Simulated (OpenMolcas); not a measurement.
**Sb+: effect of the active space**

```
Program             : OpenMolcas
Method              : CASSCF
Basis               : ANO-RCC-VQZP
Scalar Hamiltonian  : X2C, point nucleus
Spin-orbit coupling : RASSI with atomic mean-field integrals over the reference wave functions, term energies averaged over their components
```

A. 2 electrons in 3 orbitals (5p); 2S+1 = 3 even, 3 roots; 2S+1 = 1 even, 6 roots kept (CI in the orbitals of an earlier block); cost of the order of 3 core-seconds
B. 4 electrons in 4 orbitals (5s 5p); 2S+1 = 3 even, 3 roots; 2S+1 = 1 even, 6 roots; 2S+1 = 5 odd, 1 root; 2S+1 = 3 odd, 8 roots; 2S+1 = 1 odd, 5 roots (0 in the spin-orbit step); cost of the order of 17 core-seconds

Energies in cm-1 above 5s2 5p2 3P0, the measured ground level; measured values from NIST Handbook of Basic Atomic Spectroscopic Data.

```
      Level      A      B  Measured
5s2 5p2 3P0    0.0    0.0       0.0
5s2 5p2 3P1   2434   2611      3055
5s2 5p2 3P2   5097   5246      5658
5s2 5p2 1D2  14248  14360     12790
5s2 5p2 1S0  28672  23362     23906
```

Deviations, from unrounded energies. A percentage is the sum of absolute deviations over the sum of measured energies, with the sign that they share, or ± where signs differ.

| Against measurement | Levels | A | B |
| --- | --- | --- | --- |
| mean absolute deviation (cm-1) | 4 | 1900 | 740 |
| fine structure of the ground term (%) | 2 | -13.6 | -9.8 |
| other terms of the ground configuration (%) | 2 | +17.0 | ±5.8 |

B lies closest to measurement on these levels. The largest miss of B in the table is 5s2 5p2 1D2, by +1600 cm-1. The ranking rests on the paired levels alone, and a cruder setting can come out closer through cancelling errors.

Between A and B the level of the table that moves most is 5s2 5p2 1S0, by 5300 cm-1 (lowest in B, highest in A).

Terms from blocks run as CI alone lack orbitals of their own (holds for A). With the s shell closed, the reference lacks s² → p² mixing (holds for A). Some high roots are left out of the spin-orbit mixing, which shifts the levels that they would mix with (holds for B). Computed and measured levels are paired by configuration, term and J; levels that our copy of the source lacks, or whose pairing is in doubt (as where it misses far off the trend of its configuration), stay unpaired and out of the deviations. Only configurations of the active space appear. Levels that lie high or do not pair safely by name in every column are left out.
